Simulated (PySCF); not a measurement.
Worked example: chemical shift, span and skew from a shielding tensor

B(F)(OH)(SiH3) (BFH4OSi), SMILES OB([SiH3])F. Atoms are numbered in the order given.

```xyz
8

B      0.0060     0.5716     0.0000
F      1.1852     1.2300     0.0000
O     -1.1451     1.2895     0.0000
H     -0.9712     2.2535     0.0000
Si    -0.0346    -1.4647     0.0000
H     -1.4424    -1.9944     0.0000
H      0.6809    -1.9990    -1.2146
H      0.6809    -1.9990     1.2146
```

Coordinates come from a PBE-D3(BJ)/def2-SVP optimisation. The values are those of a single conformer.

GIAO shieldings from B3LYP/pcSseg-1 in PySCF, non-relativistic, no solvent. The symmetric part of the tensor of Si5 has the principal values 433.9, 451.1, 468.8 ppm. The same nucleus in TMS has σ = 338.7 ppm at this level (PySCF, at its B3LYP-D3(BJ)/def2-TZVP geometry).

Question: Work out the isotropic shielding, the ²⁹Si shift against TMS, the span and the skew.

Answer: 
σ(iso) = (σ11 + σ22 + σ33)/3 = 451.3 ppm. δ = σ(ref) − σ(iso) = 338.7 − (451.3) = -112.6 ppm.
Span Ω = σ33 − σ11 = 34.9 ppm. Skew κ = 3(σ(iso) − σ22)/Ω = 0.01. Tumbling in solution averages the tensor to δ; in a static solid the shielding alone would spread this spin-1/2 line over Ω.
